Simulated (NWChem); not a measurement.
# Lowest excitation of thionyl fluoride (F2OS)

```
S
O 1 1.4371
F 1 1.6164 2 106.71
F 1 1.6164 2 106.71 3 98.06
```
Charge 0, spin multiplicity 1.

Everything below was run with NWChem. Structure: optimised with PBE0/def2-SVP, a minimum by its harmonic frequencies.

Basis set: 6-31+G*.

```tsv
method	lowest vertical singlet excitation energy (eV)	relative cost	difference from EOM-CCSD
TD-PBE	6.21	1	-0.47
TD-B3LYP	6.35	under 3	-0.33
EOM-CCSD	6.68	under 3	0.00
CIS	7.40	under 3	+0.72
TDA-CAM-B3LYP	6.53	4	-0.15
```

The values span 1.19 eV, from TD-PBE (lowest) to CIS (highest). Relative cost: rough, from shared machines, SCF included, TD-PBE = 1.

The correlated methods keep 8 core orbitals frozen. B3LYP has NWChem's definition, with VWN1-RPA local correlation. GW and range-separated runs recompute their integrals, the others keep them in memory, which bears on the times. The Pople sets run with spherical d functions. Coupled-cluster values serve here as a point of comparison, not as the truth.
